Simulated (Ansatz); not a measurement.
Isolated molecules relaxed with PBE0-D4/def2-TZVP in Ansatz; ΔE leaves out vibrations. CBS: MP2 limit from def2 TZ/QZ plus the TZ coupled-cluster correction, frozen cores. Functionals use def2-TZVPP. B3LYP here is the variant with VWN-RPA as its local correlation; programs differ in this. For Ge outer-core shells are correlated without core-valence functions, which leaves a few kJ/mol of doubt a bond. Scalar relativity is left out up to krypton. Each species was taken in one conformer, which may not be the lowest.

Consider the redistribution: `CB[S][GeH3]` + `[F][GeH2][O][SiH3]` → `[F][GeH2][O][GeH3]` + `CBS[SiH3]`.

`CB[S][GeH3]`:

Z-matrix (Å, degrees):
```
C
B 1 1.558
H 1 1.096 2 109.5
H 1 1.091 2 115.0 3 -122.6
H 1 1.097 2 109.4 3 114.9
S 2 1.787 1 120.3 3 123.0
H 2 1.199 1 120.7 3 -57.1
Ge 6 2.235 2 100.6 1 180.0
H 8 1.534 6 109.2 2 -59.8
H 8 1.534 6 109.3 2 61.3
H 8 1.535 6 106.5 2 -179.3
```

`[F][GeH2][O][SiH3]`:

Cartesian coordinates in Å:
```
F 1.954 -0.390 -1.279
Ge 0.675 0.780 -1.209
O -0.639 0.025 -0.331
Si -0.808 -0.695 1.136
H 0.197 1.029 -2.638
H 1.227 1.975 -0.425
H -0.502 -2.145 1.044
H 0.108 -0.068 2.129
H -2.213 -0.511 1.573
```

`[F][GeH2][O][GeH3]`:

Cartesian coordinates in Å:
```
F 0.971 -1.626 -1.243
Ge 1.320 -0.842 0.272
O 0.455 0.678 0.259
Ge -1.254 0.965 -0.161
H 2.818 -0.539 0.300
H 0.783 -1.787 1.355
H -1.353 1.184 -1.677
H -1.656 2.223 0.619
H -2.083 -0.256 0.276
```

`CBS[SiH3]`:

Cartesian coordinates in Å:
```
C 0.574 -0.262 2.131
B 0.150 0.102 0.679
S 0.062 -1.159 -0.592
Si -0.567 0.061 -2.245
H 1.448 0.336 2.416
H 0.804 -1.316 2.295
H -0.217 0.038 2.828
H -0.126 1.232 0.385
H -1.873 0.698 -1.949
H -0.702 -0.836 -3.420
H 0.446 1.106 -2.529
```

```json
{"level": "PBE-D4", "ΔE (kJ/mol)": "51.3", "difference from CCSD(T)/CBS": "-5.6"}
{"level": "r2SCAN-D4", "ΔE (kJ/mol)": "55.7", "difference from CCSD(T)/CBS": "-1.2"}
{"level": "PBE0-D4", "ΔE (kJ/mol)": "54.8", "difference from CCSD(T)/CBS": "-2.1"}
{"level": "B3LYP-D4", "ΔE (kJ/mol)": "58.5", "difference from CCSD(T)/CBS": "1.6"}
{"level": "ωB97X-V", "ΔE (kJ/mol)": "54.3", "difference from CCSD(T)/CBS": "-2.6"}
{"level": "ωB97M-V", "ΔE (kJ/mol)": "56.8", "difference from CCSD(T)/CBS": "-0.1"}
{"level": "B2PLYP", "ΔE (kJ/mol)": "57.8", "difference from CCSD(T)/CBS": "0.9"}
{"level": "PBE", "ΔE (kJ/mol)": "51.7", "difference from CCSD(T)/CBS": "-5.2"}
{"level": "r2SCAN", "ΔE (kJ/mol)": "55.8", "difference from CCSD(T)/CBS": "-1.1"}
{"level": "PBE0", "ΔE (kJ/mol)": "55.1", "difference from CCSD(T)/CBS": "-1.8"}
{"level": "B3LYP", "ΔE (kJ/mol)": "59.2", "difference from CCSD(T)/CBS": "2.3"}
{"level": "HF/def2-TZVPP", "ΔE (kJ/mol)": "63.9", "difference from CCSD(T)/CBS": "7.0"}
{"level": "MP2/def2-TZVPP", "ΔE (kJ/mol)": "56.8", "difference from CCSD(T)/CBS": "-0.1"}
{"level": "SCS-MP2/def2-TZVPP", "ΔE (kJ/mol)": "56.9", "difference from CCSD(T)/CBS": "0.0"}
{"level": "CCSD/def2-TZVPP", "ΔE (kJ/mol)": "58.5", "difference from CCSD(T)/CBS": "1.6"}
{"level": "CCSD(T)/def2-TZVPP", "ΔE (kJ/mol)": "56.7", "difference from CCSD(T)/CBS": "-0.2"}
{"level": "HF/def2-QZVPP", "ΔE (kJ/mol)": "64.0", "difference from CCSD(T)/CBS": "7.1"}
{"level": "MP2/def2-QZVPP", "ΔE (kJ/mol)": "57.0", "difference from CCSD(T)/CBS": "0.1"}
{"level": "SCS-MP2/def2-QZVPP", "ΔE (kJ/mol)": "56.9", "difference from CCSD(T)/CBS": "0.0"}
{"level": "HF/CBS(def2)", "ΔE (kJ/mol)": "64.0", "difference from CCSD(T)/CBS": "7.1"}
{"level": "MP2/CBS(def2)", "ΔE (kJ/mol)": "57.0", "difference from CCSD(T)/CBS": "0.1"}
{"level": "CCSD/CBS(def2)", "ΔE (kJ/mol)": "58.6", "difference from CCSD(T)/CBS": "1.7"}
{"level": "CCSD(T)/CBS", "ΔE (kJ/mol)": "56.9", "difference from CCSD(T)/CBS": "0"}
```

Largest T1 diagnostic among the species: 0.013.

In def2-TZVPP, CCSD(T) changes the Hartree–Fock value by −7.2 kJ/mol (the triples alone add −1.7 kJ/mol) and MP2 by −7.1 kJ/mol. From PBE to PBE0 (25 % exact exchange), in def2-TZVPP and without D4, ΔE moves by +3.4 kJ/mol.
